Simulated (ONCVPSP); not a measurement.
Which change was made? (Cr, ONCV)

ONCVPSP 4.0.1 input, shortened (lines: element, Z, core and valence counts, functional; n l f; lmax; l rc ep ncon nbas qcut; lloc lpopt rc5 dvloc0; l nproj debl; icmod fcfact rcfact), PBEsol, scalar-relativistic:

```
  Cr 24.00    5    2  -116133      upf
    1    0    2.00
    2    0    2.00
    2    1    6.00
    3    0    2.00
    3    1    6.00
    3    2    5.00
    4    1    1.00
    3
    0    4.05    0.27    3    7    1.80
    1    3.80    0.00    4    7    2.30
    2    1.10    0.00    4    8    9.90
    3    3.90    0.09    4    9    2.80
    4    3    1.10    3.00
    0    2    1.50
    1    2    3.50
    2    2    3.10
    3    2    2.00
    3    4.75    1.80
```

In the s channel the program set the typed energies aside and used -0.182, 1.318 Ha.

Cutoffs, loose and tight: the cutoffs (Ha) at which the residual kinetic energy of the hardest occupied pseudo-wave falls to 1 and 0.1 mHa per electron. They do not see the model core or the augmentation charge, which bear on the density cutoff. Test errors are all-electron minus pseudo excitation energies from the reference, over the configurations 3d5 4s1 4p0; 3d5 4p0; 3d4 4p0; 3d4 4s2 4p0; variants that change the core or the reference have their own tests.

The base gives: outcome: generated, projector energies reset by the program; cutoff, loose: 94 Ha; cutoff, tight: 191 Ha; bound ghosts: none; GHOST(+) flags above zero: s, p, f; largest test error (meV): -424.

(1) After one change the result is: outcome: generated, projector energies reset by the program; cutoff, loose: 94 Ha; cutoff, tight: 191 Ha; bound ghosts: none; GHOST(+) flags above zero: s, p, f; largest test error (meV): +136. Which change was it?
A. d: ncon 5, nbas 9
B. all radii but the core radius scaled by about 1.16 (s 4.70, p 4.42, d 1.28, f 4.52 bohr); local potential polynomial inside 1.28 bohr (lpopt 3, dvloc0 3 Ha)
C. core correction Teter function, fcfact 4.25, rcfact 1
D. d: nproj 0; local potential the d channel

## Answers

(1) C. The others give: d: ncon 5, nbas 9 → outcome: generated, projector energies reset by the program; cutoff, loose: 191 Ha; cutoff, tight: 242 Ha; bound ghosts: none; GHOST(+) flags above zero: s, p, f; largest test error (meV): -427 | d: nproj 0; local potential the d channel → outcome: generated, projector energies reset by the program; cutoff, loose: 94 Ha; cutoff, tight: 191 Ha; bound ghosts: s, p; GHOST(+) flags above zero: p, f; largest test error (meV): -433 | all radii but the core radius scaled by about 1.16 (s 4.70, p 4.42, d 1.28, f 4.52 bohr); local potential polynomial inside 1.28 bohr (lpopt 3, dvloc0 3 Ha) → outcome: generated, projector energies reset by the program; cutoff, loose: 45 Ha; cutoff, tight: 86 Ha; bound ghosts: s; GHOST(+) flags above zero: s, f; largest test error (meV): -435.
